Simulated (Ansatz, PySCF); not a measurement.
Potential energy curve for GeC, lowest singlet found (which spin is the ground state isn't settled by this scan).

Levels of theory: RCCSD(T) = CCSD(T) on RHF/cc-pVDZ, cores with 3d frozen in Ansatz (an electronic-structure program); RKS-B3LYP/6-31G* = restricted B3LYP/6-31G*, spherical d (PySCF); RKS-BLYP = restricted BLYP/cc-pVDZ (Ansatz).

Energies are in kJ/mol, each relative to the lowest point of its own curve between 1.53 and 2.10 Å, where full CI is lowest.

```tsv
R / Å	RCCSD(T)	RKS-B3LYP/6-31G*	RKS-BLYP
1.41	410.6	259.2	278.8
1.53	204.6	78.9	89.6
1.62	0.0	19.1	24.2
1.71	201.5	0.0	0.0
1.78	164.7	3.9	0.2
1.87	139.7	24.3	9.5
1.90	135.7	33.7	12.1
1.98	133.0	63.0	17.3
2.05	137.8	91.7	21.6
2.10	144.1	113.0	27.5
2.23	—	168.9	51.4
2.34	—	214.3	77.6
2.46	—	260.3	109.0
2.65	—	324.1	160.3
2.84	—	377.0	209.2
3.12	—	437.7	272.5
3.49	—	493.5	338.1
```

At the longest distance, 3.49 Å, RKS-B3LYP/6-31G* lies highest above its minimum (493.5 kJ/mol) and RKS-BLYP lowest (338.1 kJ/mol).

The RCCSD(T) curve passes through a maximum at 1.71 Å and then falls by 57.4 kJ/mol up to the last usable point.

Dashes: no converged value, or the column stops at the first point that the program doubted or that broke a chosen test of continuity, which isn't proof of a fault.

The scan ran from 1.41 to 6.65 Å; beyond the distances shown full CI changes its symmetry label. The T1 diagnostic of CCSD on the restricted reference of RCCSD(T) exceeds 0.045 at 1.41 to 1.62, 2.46 to 3.12 Å. At the minimum RCCSD(T) lies far from FCI: another state is possible. The restricted form behind RKS-B3LYP/6-31G*, RKS-BLYP keeps the bonding electrons paired and can't separate into open-shell fragments.
